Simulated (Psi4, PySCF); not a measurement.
The PySCF input:
```python
from pyscf import gto, scf, mp

mol = gto.M(
    atom='''
C     0.001404   -0.018997    0.109188
C     0.016848   -0.227990    1.310390
C    -0.015720    0.212717   -1.222609
H     0.030126   -0.407665    2.343087
H     0.899848    0.246266   -1.784816
H    -0.945169    0.367019   -1.740084
''',
    basis='cc-pvdz',
    charge=0,
    spin=1,
    verbose=4,
)

mf = scf.UHF(mol)
mf.kernel()

pt = mp.MP2(mf, frozen=3)
pt.kernel()
print('E(MP2) = %.10f' % pt.e_tot)
```

### Question
Convert this to an input for Psi4.

### Answer
This is not unique; one that fits is 
```
memory 2 GB

molecule mol {
0 2
C     0.001404   -0.018997    0.109188
C     0.016848   -0.227990    1.310390
C    -0.015720    0.212717   -1.222609
H     0.030126   -0.407665    2.343087
H     0.899848    0.246266   -1.784816
H    -0.945169    0.367019   -1.740084
}

set {
  basis cc-pvdz
  reference uhf
  freeze_core true
  mp2_type conv
  scf_type pk
  puream true
  d_convergence 1e-8
}

energy('mp2')
print_variables()
```

Both were run: PySCF gave -115.605130 Eh and Psi4 -115.605130 Eh, 0.001 mEh apart.
